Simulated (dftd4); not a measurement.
sulfur trioxide (O₃S), singlet, geometry from GFN2-xTB; D4 for tpssh in dftd4 4.2.0.

dftd4 was given this input:
```
$ dftd4 mol.xyz --func tpssh --charge 0 --json dftd4.json --noedisp

# file mol.xyz
4

O     -0.69178694    -1.23678958    -0.04601210
S     -0.00000000     0.00000000    -0.00000000
O     -0.72514024     1.21840142    -0.00209182
O      1.41692719     0.01838817     0.04810392
```

It wrote (shortened):

```
                    ____  _____ _____     ____  _  _
      -------------|  _ \|  ___|_   _|---|  _ \| || |------------
     |             | | | | |_    | | ___ | | | | || |_           |
     |             | |_| |  _|   | ||___|| |_| |__   _|          |
     |             |____/|_|     |_|     |____/   |_|            |
     |             ===================================           |
     |            E. Caldeweyher, S. Ehlert & S. Grimme          |
     |          Mulliken Center for Theoretical Chemistry        |
     |                    University of Bonn                     |
      -----------------------------------------------------------

Rational (Becke-Johnson) damping: tpssh-D4-ATM
---------------------
  s6         1.0000
  s8         1.8590
  s9         1.0000
  a1         0.4429
  a2         4.6023
 alp        16.0000
--------------------

Dispersion energy:      -3.4433573743456E-03 Eh

[Info] JSON dump of results written to 'dftd4.json'
```
